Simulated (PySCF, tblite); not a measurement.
Isomers of C6H6N (doublet state), one GFN2-xTB conformer each. Single-point energies are computed at B3LYP/pcH-1 (PySCF, gas phase, no added dispersion term), electronic only. GFN2-xTB treats the open shell by occupation alone, and not every SCF solution was tested for stability.

Problem. Rank them by B3LYP/pcH-1 energy, lowest first (kJ/mol).
A. `C#C[C@H]1C=CC[N]1` [radical]
B. `[CH2:1][c:2]1[cH:3][cH:4][cH:5][cH:6][n:7]1` (doublet state) with H–C1–C2–C3 180° and 0°

Solution. B (0.0), A (301.1).

GFN2-xTB itself gives, in the same order: 0.0, 246.0. Both levels put the same isomer lowest.

Problem. What happens when harmonic zero-point energies from GFN2-xTB frequencies are added?

Solution. 
| SMILES | ZPE (kJ/mol) | electronic (kJ/mol) | with ZPE (kJ/mol) |
| --- | --- | --- | --- |
| [CH2]c1ccccn1 | 261.2 | 0.0 | 0.0 |
| C#C[C@H]1C=CC[N]1 | 253.9 | 301.1 | 293.8 |

The zero-point energies span 7.3 kJ/mol. The order is unchanged.
